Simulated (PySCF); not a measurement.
A side-by-side comparison of computed properties.

First species: C6H4F4.
InChI=1S/C6H4F4/c1-2-4(3-7)5(8)6(9)10/h2-3H,1H2/b4-3-

Second species: CH₃ (charge +1).
InChI=1S/CH3/h1H3/q+1

Levels: wB97X-D/def2-SVPD for HOMO energy, LUMO energy, HOMO–LUMO gap, static isotropic polarisability and electronic spatial extent ⟨r²⟩ about the centre of nuclear charge; TDDFT wB97X-D/def2-SVPD for lowest singlet excitation; TDA wB97X-D/def2-SVPD for lowest triplet excitation (Tamm–Dancoff). Geometries: GFN2-xTB. Each structure is a single optimised conformer of the isolated species, non-relativistic unless stated. Electronic properties by PySCF.

The conformers computed, where there is a choice (atom-mapped SMILES and torsion angles):
- `[CH2:1]=[CH:2]/[C:3](=[CH:4]/[F:5])[C:6]([F:7])=[C:8]([F:9])[F:10]`: C1–C2–C3–C4 172°, C2–C3–C6–F7 -48°

Values for the first species:

* HOMO energy: -8.83 eV
* LUMO energy: 0.36 eV
* HOMO–LUMO gap: 9.19 eV
* Lowest singlet excitation: 5.45 eV
* Lowest triplet excitation (Tamm–Dancoff): 3.25 eV
* Static isotropic polarisability: 78.2 au
* Electronic spatial extent ⟨r²⟩ about the centre of nuclear charge: 1399 bohr²

Estimate the same properties for the second species, and the change in each.

```
                                                         property       first     second  second less first
                                                      HOMO energy    -8.83 eV  -23.59 eV          -14.76 eV
                                                      LUMO energy     0.36 eV  -10.68 eV          -11.04 eV
                                                    HOMO–LUMO gap     9.19 eV   12.91 eV           +3.72 eV
                                        lowest singlet excitation     5.45 eV    6.03 eV           +0.58 eV
                         lowest triplet excitation (Tamm–Dancoff)     3.25 eV    5.00 eV           +1.75 eV
                                  static isotropic polarisability     78.2 au     8.9 au           -69.3 au
electronic spatial extent ⟨r²⟩ about the centre of nuclear charge  1399 bohr²   23 bohr²        -1376 bohr²
```

On the first: The vertical singlet–triplet gap S1 − T1 is 2.20 eV (TDDFT singlet less Tamm–Dancoff triplet; S1: HOMO→LUMO, weight 0.70; T1: HOMO→LUMO, weight 0.86). The 8 singlets span 5.45 to 7.69 eV, and their oscillator strengths add up to 0.99.

On the second: In wavenumbers S1 is 48600 cm⁻¹ (1 eV = 8065.54 cm⁻¹). No computed singlet falls in the visible range (750 to 380 nm, 1.65 to 3.26 eV); S1 lies 2.77 eV above its blue end.
